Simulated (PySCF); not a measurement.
Species: NbCl5 (singlet state).
Geometry (PBE0-D3(BJ)/def2-SVP, Å), atoms numbered from 1 in this order:
```xyz
6
NbCl5 angstrom
Nb    -0.003   -0.001    0.000
Cl    -0.022   -0.011    2.316
Cl     0.012    0.007   -2.316
Cl     2.266    0.006    0.020
Cl    -1.123    1.976   -0.001
Cl    -1.129   -1.976   -0.019
```

Computed, not measured: PBE0-D3(BJ)/def2-SVP geometry optimisation, gas phase, def2 core potentials past Kr in PySCF 2.14.0.

(1) Which atoms are bound to Nb1, and at what distances?

(2) List the angles at Nb1.

(3) What is the shape at Nb1?

(4) What are the rotational constants (commonest isotopes, rigid rotor)?

Answers

(1) 5 atoms: Cl4 2.270 Å, Cl5 2.273 Å, Cl6 2.273 Å, Cl3 2.316 Å, Cl2 2.316 Å.

(2) 
```csv
angle,degrees,distance of the outer atoms (Å)
Cl2–Nb1–Cl3,179.9,4.63
Cl5–Nb1–Cl6,120.8,3.95
Cl4–Nb1–Cl6,119.9,3.93
Cl4–Nb1–Cl5,119.3,3.92
Cl3–Nb1–Cl4,90.1,3.25
Cl2–Nb1–Cl6,90.0,3.25
Cl2–Nb1–Cl5,90.0,3.25
Cl2–Nb1–Cl4,90.0,3.24
Cl3–Nb1–Cl5,90.0,3.24
Cl3–Nb1–Cl6,89.9,3.24
```

(3) Trigonal bipyramidal: τ5 = (β − α)/60° = 0.99 from the two widest angles, 179.9° and 120.8° (0 for a square pyramid, 1 for a trigonal bipyramid). The Nb–Cl distances aren't all alike: 2.270 to 2.316 Å. Differences among atoms that D3h makes equivalent are scatter left by the optimiser.

(4) A = 933.4, B = 785.7, C = 779.4 MHz: a prolate symmetric top.

Point group: D3h (every atom within 0.08 Å of its image). Charge 0, singlet. Stationary, but not proved a minimum.
